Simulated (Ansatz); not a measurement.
A nudged elastic band was laid between two geometries of C₃H₈SeSi₂ (14 atoms, charge 0, multiplicity 1).

Theory: RHF/def2-SVP (Ansatz).

```json
{
  "movable images": "5",
  "climbing image": "yes",
  "spring": "5.0 eV/Å²",
  "optimiser": "quadratic models (default)",
  "start path": "through a guess of the saddle point",
  "force threshold": "0.05 eV/Å",
  "iteration limit": "60",
  "end points": "relaxed"
}
```

First end point:

```xyz
14
Properties=species:S:1:pos:R:3
C -2.896 0.057 0.126
C -1.776 -0.157 -0.245
Si -0.028 -0.463 -0.795
C 0.703 -1.915 0.155
Si 1.186 1.532 -0.397
Se 1.186 2.026 1.860
H -3.894 0.243 0.451
H -0.052 -0.747 -2.250
H 0.741 -1.696 1.223
H 1.719 -2.128 -0.188
H 0.098 -2.812 0.008
H 2.620 1.366 -0.731
H 0.642 2.663 -1.184
H -0.263 2.002 1.995
```

Last end point:

```xyz
14
Properties=species:S:1:pos:R:3
C -2.901 0.015 0.007
C -1.764 -0.182 -0.320
Si 0.009 -0.451 -0.804
C 0.729 -1.904 0.153
Si 1.169 1.559 -0.327
Se 1.095 2.001 1.940
H -3.914 0.186 0.292
H 0.048 -0.712 -2.264
H 1.763 -2.088 -0.148
H 0.152 -2.812 -0.034
H 0.717 -1.702 1.225
H 2.616 1.433 -0.623
H 0.622 2.695 -1.105
H -0.356 1.933 2.035
```

(1) What changes between the two ends?

(2) What energy profile does the band end with?

(3) What is the geometry of the highest image?

(4) What are the harmonic wavenumbers there?

Results:

(1) No bond is made or broken. The dihedral Si5–Si3–C4–H11 goes from 177 to 57°. The two ends are copies of one structure, up to a mirror image or an exchange of like atoms.

(2) It converged. The highest image is number 3 of 0 to 6, 1.8 kcal/mol above the ends, which have the same energy within 2 meV. A vibrational analysis at the climbing image gives one clearly imaginary mode, 176i cm⁻¹: a first-order saddle point.

```tsv
image	path coordinate (Å)	energy (kcal/mol)	dihedral Si5–Si3–C4–H11 (°)
0	0.00	0.0	177
1	0.60	0.4	157
2	1.21	1.4	137
3	1.81	1.8	116
4	2.41	1.4	96
5	3.00	0.5	76
6	3.60	0.0	57
```

(3) 
```xyz
14
Properties=species:S:1:pos:R:3
C -2.904 0.008 0.001
C -1.766 -0.182 -0.324
Si 0.010 -0.449 -0.803
C 0.740 -1.914 0.151
Si 1.162 1.564 -0.324
Se 1.098 1.990 1.945
H -3.919 0.164 0.290
H 0.043 -0.697 -2.265
H 1.617 -1.620 0.729
H 1.035 -2.710 -0.535
H 0.003 -2.320 0.845
H 2.609 1.433 -0.621
H 0.615 2.706 -1.092
H -0.356 1.996 2.032
```

(4) 176i, 38, 66, 109, 161, 183, 210, 349, 363, 389, 461, 485, 626, 648, 726, 752, 799, 816, 853, 859, 867, 905, 945, 1008, 1401, 1557, 1560, 2308, 2315, 2328, 2333, 2583, 3182, 3275, 3282, 3608 cm⁻¹.

Run time: 2.9 min on 2 threads of Arm Neoverse V2 (shared host), peak memory 0.47 GiB.
